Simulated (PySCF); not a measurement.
Si(Cl)3(NCO) (CCl₃NOSi), SMILES O=C=N[Si](Cl)(Cl)Cl. Atoms are numbered in the order given.

```xyz
7

O      0.0000     0.0000     3.7357
C      0.0000     0.0000     2.5736
N      0.0000     0.0000     1.3736
Si     0.0000     0.0000    -0.3133
Cl     1.6624     0.9598    -0.9913
Cl    -1.6624     0.9598    -0.9913
Cl     0.0000    -1.9196    -0.9913
```

Geometry: PBE0-D3(BJ)/def2-SVP. The values are those of a single conformer.

Two levels are set side by side: PBE/pcSseg-1 (PySCF) and PBE0/pcSseg-1 (PySCF). GIAO shifts against H2O (¹⁷O), HCl (³⁵Cl), NH3 (¹⁵N), TMS (²⁹Si), TMS (¹³C) at the same level; non-relativistic, no solvent, atoms listed together averaged. Without spin–orbit terms, shifts of atoms bonded to Cl or Br come out too high at both levels. Differences are taken from unrounded values.

| quantity | PBE |
|---|---|
| δ(¹⁷O) of O1 (ppm) | 162.4 |
| δ(¹³C) of C2 (ppm) | 120.0 |
| δ(¹⁵N) of N3 (ppm) | 71.1 |
| δ(²⁹Si) of Si4 (ppm) | -33.7 |
| δ(³⁵Cl) of Cl5, Cl6, Cl7 (ppm) | 193.2 |

**Question.** These are the PBE values. What does PBE0 give? (Estimate from the structure and the level; the computed values follow.)

**Answer.** 
| quantity | PBE0 | PBE minus PBE0 |
|---|---|---|
| δ(¹⁷O) of O1 (ppm) | 157.4 | 5.0 |
| δ(¹³C) of C2 (ppm) | 125.5 | -5.5 |
| δ(¹⁵N) of N3 (ppm) | 63.7 | 7.4 |
| δ(²⁹Si) of Si4 (ppm) | -29.4 | -4.3 |
| δ(³⁵Cl) of Cl5, Cl6, Cl7 (ppm) | 165.1 | 28.1 |

Rough cost on one machine, each run with all the roots and properties that it gave: PBE0 against PBE within a factor of 2.
